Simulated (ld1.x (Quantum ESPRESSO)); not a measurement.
**Configuration tests for tungsten (TM)**

ld1.x (Quantum ESPRESSO) 7.5 input, shortened:

```
&input
   title='W', zed=74., rel=1, dft='PBE', iswitch=3,
   config='[Xe] 4f14 5d4 6s2 6p0'
 /
 &inputp
   pseudotype=2, tm=.true., lloc=-1, rcloc=1.90,
   nlcc=.true., rcore=2.65
 /
3
6S  1  0   2.00   0.00  3.54  3.54  0.0
6P  2  1   0.00   0.00  2.55  2.55  0.0
5D  3  2   4.00   0.00  2.70  2.70  0.0
 &test
   configts(1)='5d4 6s2 6p0'
 /
```

Energies are relative to the spin-unpolarised reference configuration 5d4 6s2 6p0; without spin polarisation the order of configurations can differ from experiment. Not all tests gave a result: 1 of 7 tests not solved or not reliable. Left out of the table: 5d3 6s2 6p1 (solver errors, printed error -2.4 eV).

Problem. Give the all-electron excitation energy and the error of the potential for: 5d4 6s1 6p0; 5d4 6s0 6p0; 5d3 6s0 6p0; 5d5 6s0 6p0; 5d4 6s1.5 6p0; 5d4 6s0 6p2.

Solution.

| valence configuration | charge | ΔE all-electron (eV) | error AE − PS (meV) |
| --- | --- | --- | --- |
| 5d4 6s1 6p0 | +1 | 8.883 | -5.3 |
| 5d4 6s0 6p0 | +2 | 24.563 | -31 |
| 5d3 6s0 6p0 | +3 | 49.945 | -195 |
| 5d5 6s0 6p0 | +1 | 9.692 | +35 |
| 5d4 6s1.5 6p0 | +0.5 | 3.633 | -1.4 |
| 5d4 6s0 6p2 | 0 | 9.259 | -60 |

These tests converged, but a pseudo level misses the all-electron one widely, so the file describes the atom poorly there or has found another state: 5d4 6s0 6p0: empty 6p by 2.2 eV (a node warning on the way).

Note: ghost states, extra bound levels that the all-electron valence spectrum of the same l lacks: s at -46.6 eV, p at -5.7 eV. A true bound ghost makes a file unfit for plane-wave use.
